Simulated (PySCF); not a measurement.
BBrH₃NO, SMILES OB(N)Br. Geometry optimised at ωB97X-D3(BJ)/def2-SVP. One conformer was computed; it need not be the lowest.

Computed with ωB97X-D3(BJ)/def2-SVP in PySCF 2.14.0.

Harmonic wavenumbers (cm⁻¹): 286, 328, 412, 436, 535, 554, 583, 908, 1005, 1247, 1466, 1610, 3653, 3769, 3938. Rotational constants (GHz): 9.471, 2.857, 2.195; symmetry number 1.

### Question
Work out the zero-point energy and the ideal-gas rigid-rotor harmonic-oscillator thermochemistry at 298.15 K and 1 atm.

### Answer
ZPE = ½ Σ hcν = ½ × 20729 cm⁻¹ = 123.99 kJ/mol. H − E(el) = 139.33 kJ/mol. Entropy in J/(mol K): translation 168.84, rotation 109.18, vibration 26.79, total 304.81. G − E(el) = 48.45 kJ/mol. Cp = 78.03 J/(mol K).
